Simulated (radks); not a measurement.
Rb20+, 17 electrons, occupied as [Ne] 3s2 3p5 (the NIST ground configuration). All-electron calculation, Dirac Kohn-Sham, LDA (Slater exchange, Perdew-Wang correlation), spin-unpolarised, spherical densities, finite nucleus; open shells are shared between the two j in proportion to 2j + 1; Fermi nuclear charge, rms radius 4.2036 fm. Program: a radial shooting solver on a logarithmic mesh with Libxc functionals. Some entries of the table are withheld. Estimate them.

orbital     occ.  eigenvalue (eV)  <r^2> (bohr^2)
1s1/2          2        -15813.25             (1)
2s1/2          2              (2)             (3)
2p1/2          2              (4)         0.02791
2p3/2          4              (5)         0.02926
3s1/2          2        -959.3095          0.2319
3p1/2    1.66667              (6)          0.2212
3p3/2    3.33333              (7)          0.2277

Answer. 
(1) 1s1/2 <r^2> (bohr^2): 0.002193
(2) 2s1/2 eigenvalue (eV): -2803.467
(3) 2s1/2 <r^2> (bohr^2): 0.03662
(4) 2p1/2 eigenvalue (eV): -2623.604
(5) 2p3/2 eigenvalue (eV): -2562.169
(6) 3p1/2 eigenvalue (eV): -897.1011
(7) 3p3/2 eigenvalue (eV): -883.9862
